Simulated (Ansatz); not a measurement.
The same redistribution along the group Ti, Zr, Hf.

Isolated molecules relaxed with PBE0-D4/def2-TZVP in Ansatz; ΔE leaves out vibrations. CCSD(T)/CBS is the MP2 limit (def2-TZVPP, def2-QZVPP) plus CCSD(T) − MP2 in def2-TZVPP, frozen cores. Functionals use def2-TZVPP. Elements past krypton have def2 core potentials. For Hf, Sn, Ti, Zr outer-core shells are correlated without core-valence functions, which leaves a few kJ/mol of doubt a bond. Scalar relativity is left out up to krypton. Each species was taken in one conformer, which may not be the lowest.

```csv
reaction,CCSD/CBS(def2) (eV),ωB97X-V (eV),HF/CBS(def2) (eV)
`[F][Ti]([F])([F])[Cl]` + `[NH2][SnH2][SiH2]O` → `[NH2][Ti]([F])([F])[F]` + `O[SiH2][SnH2][Cl]`,-0.40,-0.32,-0.56
`[F][Zr]([F])([F])[Cl]` + `[NH2][SnH2][SiH2]O` → `[NH2][Zr]([F])([F])[F]` + `O[SiH2][SnH2][Cl]`,-0.11,-0.07,-0.24
`[F][Hf]([F])([F])[Cl]` + `[NH2][SnH2][SiH2]O` → `[NH2][Hf]([F])([F])[F]` + `O[SiH2][SnH2][Cl]`,-0.12,-0.08,-0.25
```

**Question.** Give the CCSD(T)/CBS values in the same order. (Estimate.)

**Answer.** Computed: -0.31, -0.05, -0.07 eV.

Largest T1 diagnostic: 0.024, for `[F][Ti]([F])([F])[Cl]`.
